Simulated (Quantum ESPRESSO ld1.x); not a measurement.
Values are calculated unless marked as measured or tabulated.
The aim is the bromine ion Br3+ in [Ar] 3d10 4s2 4p2. This ld1.x (Quantum ESPRESSO 7.5) run was made with `OMP_NUM_THREADS=1 ld1.x < ld1.in > ld1.out`. Can the result be used? Name any fault.

```
 &input
    zed=35.0,
    iswitch=1,
    rel=1,
    dft='PW',
    config='[Ar] 3d10 4s2 4p2',
    isic=1,
    latt=1,
    prefix='ld1',
    max_out_wfc=37,
    file_charge='ld1.rho',
 /
```

Output (excerpt):

```
     Program LD1 v.7.5 starts

 %%%%%%%%%%%%%%%%%%%%%%%%%%%%%%%%%%%%%%%%%%%%%%%%%%%%%%%%%%%%%%%%%%%%%%%%%%%%%%
     Error in routine ld1_readin (1):
     isic and latter correction not allowed
 %%%%%%%%%%%%%%%%%%%%%%%%%%%%%%%%%%%%%%%%%%%%%%%%%%%%%%%%%%%%%%%%%%%%%%%%%%%%%%

     stopping ...
```

Answer. No (refused). The line at issue: isic=1 latt=1. The program stops in ld1_readin with "isic and latter correction not allowed": the two corrections exclude each other. The sound input gives -2600.5481 hartree.
